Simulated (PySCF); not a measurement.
How the method changes the constants of AsO

State: ²Π (doublet), unpaired electrons π ↑. Set-up: basis As cc-pVDZ-PP with ECP10, O cc-pVDZ; scalar-relativistic core potentials; PySCF 2.14. De refers to As + O in their high-spin ground configurations, without counterpoise correction. The functionals are run spin-unrestricted. A positive dipole means As(−)O(+). Levels whose curve was spin-contaminated or gave no clean fit are not listed.

```csv
Level,Re (Å),ωe (cm⁻¹),De (eV),μ (D)
PBE,1.664,919,5.16,-2.38
r²SCAN,1.644,965,4.55,-2.49
B3LYP,1.645,966,4.59,-2.61
PBE0,1.633,1001,4.28,-2.64
BHandHLYP,1.616,1048,3.59,-2.89
```

The bond length runs from 1.616 Å (BHandHLYP) to 1.664 Å (PBE). De spans 3.59 eV (BHandHLYP, global hybrid GGA) to 5.16 eV (PBE, GGA).

Spin–orbit coupling is left out. The state is the lowest determinant that a PBE0 search found; another state may lie lower at other levels.
